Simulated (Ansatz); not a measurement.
The cluster Rb4I3, relaxed as a doublet with UKS PBE0-D4/def2-SVP in Ansatz, starting from the GFN1-xTB geometry. Force threshold 0.02 eV/Å.

In the def2 sets I, Rb take a core potential; there is no spin–orbit coupling. Another isomer (doublet) lies 0.43 eV lower at PBE0-D4/def2-TZVP; other spin states weren't run for this one.

Start:

Cartesian coordinates in Å:
```
Rb 2.443 0.779 -1.151
Rb -0.284 -1.834 0.565
Rb -2.856 0.677 2.587
Rb -2.271 0.984 -1.636
I 3.033 -1.426 1.625
I -0.140 2.029 1.023
I 0.074 -1.209 -3.012
```

| step | energy (eV) | largest force component (eV/Å) | SCF passes |
| --- | --- | --- | --- |
| 1 | -26935.6667 | 0.431 | 16 |
| 2 | -26935.8392 | 0.288 | 24 |
| 3 | -26935.9611 | 0.104 | 22 |
| 4 | -26935.9965 | 0.031 | 22 |
| 5 | -26936.0018 | 0.031 | 25 |
| 6 | -26936.0053 | 0.026 | 24 |
| 7 | -26936.0071 | 0.047 | 24 |
| 8 | -26936.0122 | 0.020 | 25 |
| 9 | -26936.0159 | 0.012 | 24 |
| 10 | -26936.0183 | 0.027 | 25 |
| 11 | -26936.0200 | 0.039 | 24 |
| 12 | -26936.0214 | 0.038 | 25 |
| 13 | -26936.0232 | 0.041 | 25 |
| 14 | -26936.0249 | 0.041 | 24 |
| 15 | -26936.0254 | 0.042 | 25 |
| 16 | -26936.0261 | 0.038 | 20 |
| 17 | -26936.0275 | 0.025 | 25 |
| 18 | -26936.0279 | 0.025 | 24 |
| 19 | -26936.0281 | 0.019 | 19 |

Force components are those of the run's own axes.

End:

Cartesian coordinates in Å:
```
Rb 2.416 1.020 -0.665
Rb 0.554 -2.590 0.355
Rb -3.623 2.462 2.554
Rb -2.639 0.887 -1.706
I 3.817 -1.684 0.921
I -0.701 0.762 1.338
I 0.175 -0.855 -2.797
```

By distances, no bond broke or formed, bridged metal pairs apart. The bond that changes most is Rb2–I6, from 3.89 to 3.71 Å (atoms count from 1). Metal–metal contacts that move far: Rb2–Rb3 4.12 to 6.91 Å, Rb2–Rb4 4.09 to 5.15 Å. The end is the same structure that another start reached.

The force fell under the threshold at step 9, but the optimiser went on and released 0.012 eV more. No frequencies were taken in this run, so the end may be a saddle point.

It took 3.1 min on 4 threads of Arm Neoverse V2 on a shared host, peak host memory 0.88 GiB.
